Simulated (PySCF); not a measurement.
From computed data to an observable: entropy of an ideal gas

BF₂Br, SMILES B(F)(F)Br.

The structure is a stationary point at PBE0-D3(BJ)/def2-SVP.

PBE0-D3(BJ)/def2-SVP (PySCF 2.14.0) gives the harmonic wavenumbers 300, 357, 572, 644, 1241, 1483 cm⁻¹ and the rotational temperatures 0.5008, 0.1341, 0.1058 K. The molar mass is 128.71 g/mol, the symmetry number 2, the spin multiplicity 1.

Problem. Work out the entropy at 298.15 K and 1 atm in the rigid-rotor, harmonic-oscillator model.

Solution. 
Translation (Sackur–Tetrode at 1 atm): S = R[1.5 ln M + 2.5 ln T − 1.16487] = 169.3 J/(mol K).
Rotation: q = (√π/σ) T^1.5/√(θA θB θC) = 54100, S = R[ln q + 3/2] = 103.1 J/(mol K).
Vibration: with u = 1.4388 ν/T, each mode gives R[u/(e^u − 1) − ln(1 − e^−u)]:
| ν (cm⁻¹) | modes | u | S (J/(mol K)) |
|---|---|---|---|
| 300 | 1 | 1.45 | 5.93 |
| 357 | 1 | 1.72 | 4.75 |
| 572 | 1 | 2.76 | 2.09 |
| 644 | 1 | 3.11 | 1.59 |
| 1241 | 1 | 5.99 | 0.15 |
| 1483 | 1 | 7.16 | 0.05 |
These are all the modes. Sum 14.6 J/(mol K).
Spin: R ln 1 = 0.0 J/(mol K).
Total 287.0 J/(mol K); the program's own thermochemistry gives 287.0. Translation makes up 59 % and vibration 5 %. Anharmonicity, hindered rotation and orbital degeneracy are left out.
